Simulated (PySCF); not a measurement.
This PySCF input asks for the NMR shieldings of `InChI=1S/C4H9BF3N/c1-2-5-9-3-4(6,7)8/h5,9H,2-3H2,1H3`; the geometry comes from GFN2-xTB.

```python
import basis_set_exchange as bse
import numpy as np
from pyscf import gto, dft
from pyscf.prop import nmr

atoms = """
C     2.599856    0.880392    0.043008
C     2.010909   -0.334546   -0.687021
B     0.612939   -0.759404   -0.067013
N    -0.544625   -0.554666   -0.802507
C    -1.896567   -0.802330   -0.382590
C    -2.647104    0.511341   -0.154541
F    -2.670492    1.269690   -1.262854
F    -3.926013    0.302768    0.193820
F    -2.099183    1.257880    0.809637
H     3.553717    1.171243   -0.393328
H     1.921391    1.728095   -0.022053
H     2.757268    0.653231    1.094498
H     1.927862   -0.088770   -1.748487
H     2.730771   -1.152487   -0.609968
H     0.518218   -1.232753    1.000383
H    -0.497989   -0.124915   -1.716926
H    -2.463577   -1.368399   -1.132810
H    -1.896141   -1.350052    0.562336
"""
names = dict.fromkeys(["C", "B", "N", "F", "H"], "pcSseg-1")
basis = {el: gto.basis.parse(bse.get_basis(n, elements=[el], fmt="nwchem")) for el, n in names.items()}
mol = gto.M(atom=atoms, basis=basis, charge=0, verbose=0)
mf = dft.RKS(mol, xc="PBE0")
mf.grids.level = 2
mf.grids.alignment = dft.numint.BLKSIZE   # the property module wants whole blocks of grid points
mf.conv_tol = 1e-9
mf.kernel()

calc = nmr.RKS(mf)   # GIAO
C = mf.mo_coeff
Co = C[:, mf.mo_occ > 0]
resp = mf.gen_response(singlet=True, hermi=2)
def vind(x):   # induced exchange potential for any number of trial vectors
    d = np.einsum("pi,xij,qj->xpq", C, 2 * x.reshape(-1, C.shape[1], Co.shape[1]), Co, optimize=True)
    return np.einsum("xpq,pi,qj->xij", resp(d - d.transpose(0, 2, 1)), C, Co, optimize=True).ravel()
mo1, _ = nmr.rhf.solve_mo1(calc, with_cphf=vind)
sigma = calc.kernel(mo1)
for i, s in enumerate(sigma):   # ppm
    w = np.linalg.eigvalsh((s + s.T) / 2)
    print("%2d %-2s iso %8.1f  s11 %8.1f  s22 %8.1f  s33 %8.1f" % (i, mol.atom_pure_symbol(i), w.mean(), *w))
```

Q: Give the expected output.

A: 
```
 0 C  iso    176.3  s11    169.5  s22    173.3  s33    186.1
 1 C  iso    168.9  s11    161.3  s22    169.2  s33    176.1
 2 B  iso     56.9  s11     15.1  s22     47.4  s33    108.2
 3 N  iso    144.7  s11     49.3  s22    187.4  s33    197.6
 4 C  iso    130.7  s11    112.2  s22    126.6  s33    153.3
 5 C  iso     52.8  s11     49.7  s22     53.8  s33     54.9
 6 F  iso    264.5  s11    177.5  s22    268.6  s33    347.5
 7 F  iso    261.7  s11    173.9  s22    266.4  s33    344.7
 8 F  iso    264.0  s11    178.7  s22    266.9  s33    346.2
 9 H  iso     30.4  s11     25.9  s22     27.7  s33     37.7
10 H  iso     31.0  s11     26.2  s22     30.4  s33     36.5
11 H  iso     30.7  s11     26.7  s22     28.4  s33     36.9
12 H  iso     31.1  s11     27.5  s22     30.4  s33     35.6
13 H  iso     30.6  s11     26.6  s22     28.7  s33     36.6
14 H  iso     26.7  s11     24.4  s22     27.0  s33     28.8
15 H  iso     27.2  s11     21.1  s22     29.4  s33     31.2
16 H  iso     27.9  s11     23.3  s22     27.8  s33     32.7
17 H  iso     27.9  s11     24.2  s22     28.3  s33     31.3
```

These numbers come from an equivalent density-fitted implementation of the same equations, which agrees with the script to about 0.01 ppm for H and up to a few tenths of a ppm for heavy atoms, so last digits may differ.

Size and cost of the density-fitted run: 198 basis functions, 38 s wall time on 1 thread of an Arm Neoverse V2, shared host.
